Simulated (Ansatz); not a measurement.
Reactions of C₃H₄Se, SMILES `C1=C[Se]C1`.

Computed with Ansatz on PBE0-D4/def2-TZVP structures; ΔE is electronic, products minus reactants. CBS: MP2 limit from def2 TZ/QZ plus the TZ coupled-cluster correction, frozen cores. This one scheme is used for every species, atoms too. Open shells (•) are unrestricted, without spin–orbit coupling. Spin–orbit coupling would lower the free atoms: a little for C; clearly for Se. For Se outer-core shells are correlated without core-valence functions, so the limit isn't a true one: a few kJ/mol of doubt a bond, and 10 to 20 or more in all where bonds break to atoms. Scalar relativity is left out up to krypton. One conformer a species, not always the lowest.

| reaction | MP2/CBS(def2) (kcal/mol) | CCSD(T)/CBS(def2) (kcal/mol) |
| --- | --- | --- |
| `C1=C[Se]C1` → `C#CC[SeH]` | 15.7 | 15.5 |
| `C1=C[Se]C1` → `C=C=C[SeH]` | 17.4 | 14.2 |
| `C1=C[Se]C1` → `C=C1C[Se]1` | 3.2 | 4.0 |
| `C1=C[Se]C1` → 3 C• + 4 H• + Se• | 773.7 | 756.8 |

Largest T1 diagnostic: 0.011, for `C1=C[Se]C1`.
